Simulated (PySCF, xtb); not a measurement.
methyltin tribromide (CH₃Br₃Sn), SMILES [CH3][Sn]([Br])([Br])[Br].

Harmonic wavenumbers (cm⁻¹) from GFN2-xTB in xtb at its own minimum, in rising order: 25, 57, 57, 70, 83, 83, 178, 225, 225, 404, 690, 690, 1154, 1385, 1385, 3024, 3058, 3058.

**Question.** What does B3LYP-D3(BJ)/def2-SVP in PySCF give at its own minimum? (The exact figures need the calculation; the answer reports its results.)

**Answer.** 40, 67, 67, 88, 109, 109, 227, 266, 266, 517, 776, 776, 1199, 1421, 1421, 3057, 3184, 3184. Paired by order, the mean absolute difference is 51 cm⁻¹ and the zero-point energies are 22.7 and 24.0 kcal/mol.
